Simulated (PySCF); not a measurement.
C2H6SZn, SMILES C[CH2][Zn][SH].

The structure is a stationary point at PBE-D3(BJ)/def2-SVP. The isomer is the one that the SMILES or the coordinates give; other isomers of the formula were not compared. The values are those of a single conformer.

All values below come from TDA-PBE/def2-SVPD (PySCF).

Vertical excitations. 

Computed lowest excited states:
```json
[
 {"state": "S1", "energy (eV)": "4.84", "λ (nm)": "256", "f": "0.023", "main pairs": "HOMO→LUMO 50 %, HOMO→LUMO+1 50 %"},
 {"state": "S2", "energy (eV)": "4.87", "λ (nm)": "255", "f": "0.017", "main pairs": "HOMO→LUMO+1 50 %, HOMO→LUMO 49 %"},
 {"state": "S3", "energy (eV)": "5.35", "λ (nm)": "232", "f": "0.005", "main pairs": "HOMO−1→LUMO+1 66 %, HOMO→LUMO+2 28 %"},
 {"state": "S4", "energy (eV)": "5.40", "λ (nm)": "230", "f": "0.006", "main pairs": "HOMO→LUMO+2 41 %, HOMO−1→LUMO+1 30 %, HOMO−1→LUMO 26 %"},
 {"state": "S5", "energy (eV)": "5.68", "λ (nm)": "218", "f": "0.012", "main pairs": "HOMO−1→LUMO+2 90 %"},
 {"state": "S6", "energy (eV)": "5.86", "λ (nm)": "212", "f": "0.325", "main pairs": "HOMO−1→LUMO 50 %, HOMO→LUMO+2 17 %, HOMO−1→LUMO+3 10 %"},
 {"state": "S7", "energy (eV)": "6.04", "λ (nm)": "205", "f": "0.020", "main pairs": "HOMO→LUMO+3 96 %"},
 {"state": "S8", "energy (eV)": "6.45", "λ (nm)": "192", "f": "0.029", "main pairs": "HOMO−1→LUMO+3 56 %, HOMO→LUMO+4 33 %"},
 {"state": "S9", "energy (eV)": "6.49", "λ (nm)": "191", "f": "0.017", "main pairs": "HOMO→LUMO+4 64 %, HOMO−1→LUMO+3 26 %"},
 {"state": "S10", "energy (eV)": "6.87", "λ (nm)": "180", "f": "0.022", "main pairs": "HOMO−2→LUMO 78 %"},
 {"state": "T1", "energy (eV)": "4.54", "λ (nm)": "273", "f": "0", "main pairs": "HOMO→LUMO 99 %"},
 {"state": "T2", "energy (eV)": "4.74", "λ (nm)": "261", "f": "0", "main pairs": "HOMO→LUMO+1 99 %"},
 {"state": "T3", "energy (eV)": "4.84", "λ (nm)": "256", "f": "0", "main pairs": "HOMO−1→LUMO 98 %"},
 {"state": "T4", "energy (eV)": "4.91", "λ (nm)": "253", "f": "0", "main pairs": "HOMO→LUMO+2 98 %"}
]
```
Triplets are in the Tamm–Dancoff approximation.
